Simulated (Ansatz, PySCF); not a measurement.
BiBr2, SMILES [Br][Bi][Br], multiplicity 2. Atoms are numbered in the order given.

```xyz
3

Bi     0.0000     0.0000     0.7430
Br     0.0000    -2.0358    -0.9272
Br     0.0000     2.0358    -0.9272
```
Charge 0, spin multiplicity 2.

Coordinates come from a B3LYP-D3(BJ)/def2-SVP optimisation. The spin state was assumed, not searched. The isomer is the one that the SMILES or the coordinates give; other isomers of the formula were not compared. The def2 effective core potentials stand for the cores of Bi; spin–orbit coupling is left out.

Two levels are set side by side: PBE-D3(BJ)/def2-SVP (Ansatz, a quantum-chemistry and plane-wave program) and B3LYP-D3(BJ)/def2-SVP (Ansatz). Each level has its own optimised geometry; the coordinates shown are those of the second. Frequencies come from the Hessian of PySCF at each geometry. Differences are taken from unrounded values.

| quantity | B3LYP-D3(BJ) |
|---|---|
| mean bond length (Å) | 2.633 |
| bond Bi1–Br2 (Å) | 2.633 |
| bond Bi1–Br3 (Å) | 2.633 |
| highest harmonic wavenumber (cm⁻¹) | 221 |
| mean harmonic wavenumber (cm⁻¹) | 167 |
| zero-point energy (kcal/mol) | 0.72 |

Task: What does PBE-D3(BJ) give, and how far is it from B3LYP-D3(BJ)? (The exact figures need the calculation; the answer reports its results.)

Result: 
```csv
quantity,PBE-D3(BJ),PBE-D3(BJ) minus B3LYP-D3(BJ)
mean bond length (Å),2.632,-0.001
bond Bi1–Br2 (Å),2.632,-0.001
bond Bi1–Br3 (Å),2.632,-0.001
highest harmonic wavenumber (cm⁻¹),219,-2
mean harmonic wavenumber (cm⁻¹),165,-2
zero-point energy (kcal/mol),0.71,-0.01
```

Here PBE gives about what the other level gives.
